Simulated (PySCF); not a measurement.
# Working out the excitation energy of As

As [Ar] 3d10 4s2 4p3 (4S) → As [Ar] 3d10 4s1 4p3 4d1 (6D). Calculation: PySCF 2.14, in aug-cc-pVDZ-DK; scalar relativity by spin-free X2C-1e. Frozen: [Ar] 3d10. Energies in hartree (1 hartree = 27.21139 eV):

```csv
part,As (lower),As (upper)
UHF,-2258.917865,-2258.400609
MP2 opposite-spin,-0.040638,0.000000
MP2 same-spin,-0.015871,-0.014944
```

Question: What does Hartree-Fock give?

Answer: (-2258.400609) − (-2258.917865) = 0.517256 hartree = 14.075 eV.

Question: What do MP2 and SCS-MP2 (6/5 opposite-spin, 1/3 same-spin) give?

Answer: The opposite-spin parts differ by 1.106 eV and the same-spin parts by 0.025 eV. MP2: 14.075 + (1.106) + (0.025) = 15.206 eV. SCS-MP2: 14.075 + 1.2 × (1.106) + (0.025)/3 = 15.411 eV.

The upper state lies above the first ionisation limit, but in LS coupling its spin forbids autoionisation to the ground ion.

A double-zeta basis recovers only part of the correlation energy.
